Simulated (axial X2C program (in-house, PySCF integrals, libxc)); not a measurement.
# Low determinants of InCl⁻ at the PBE0 level, without spin–orbit coupling

Computed with an in-house relativistic program for diatomic molecules. Spin-free means the one-electron spin-free X2C Hamiltonian. Basis: In dyall-acv3z [12s13p10d5f1g], Cl dyall-av3z [9s8p3d2f] (cores contracted in-house); Gaussian nuclei, density fitting, unrestricted open shells. Masses: In 114.904 u, Cl 34.969 u.

Search at 2.587 Å (vertical energies from the lowest determinant):

| ΔE (eV) | state | electrons beyond evenly filled partner blocks | electrons in σ, π, δ, φ |
| --- | --- | --- | --- |
| 0.00 | M_S = 1/2, Λ = 1 | π+α | 30 29 8 0 |
| 0.62 | M_S = 1/2, Λ = 0 | σα | 31 28 8 0 |
| 2.28 | M_S = 1/2, Λ = 2 | δ+α | 30 28 9 0 |
| 2.92 | M_S = 3/2, Λ = 0 | σα, π+α, π-α | 29 30 8 0 |
| 3.73 | M_S = 1/2, Λ = 0 | σβ, π+α, π-α | 29 30 8 0 |
| 3.86 | M_S = 1/2, Λ = 0 | σα, π+β, π-α | 29 30 8 0 |
| 3.95 | M_S = 3/2, Λ = 1 | 2 × σα, π+α | 30 29 8 0 |

Lowest determinant, M_S = 1/2, Λ = 1 (beyond evenly filled blocks: π+α): Re = 2.563 Å, ωe = 221.6 cm⁻¹.

The determinant in row 2 of the search, M_S = 1/2, Λ = 0 (beyond evenly filled blocks: σα), was followed along the bond at PBE0; measured from the minimum of the lowest determinant it gives:

Te = 0.604 eV (4868 cm⁻¹), Re = 2.501 Å, ωe = 232.0 cm⁻¹.

Problem. Compare the bond of the determinant in row 2 with that of the lowest one.

Solution. At PBE0 its Re is 0.062 Å shorter and its force constant, which goes as ωe², is 1.10 times that of the lowest determinant. T0 ≈ Te + Δωe/2 = 4868 + (5) = 4873 cm⁻¹.

The search compares states at one distance, so a state with another bond length can lie lower; it is not exhaustive and yields mostly the lowest determinant of each block pattern, so other components and higher states of one pattern are missing. These are energies of single determinants, not of spin-adapted states; PBE0 term energies can be off by some tenths of an eV, and the functional has no current term. For an anion, determinants above electron detachment are held by the basis set. Row 1 has a positive highest level at its minimum. Row 2 has a positive highest level at its minimum.
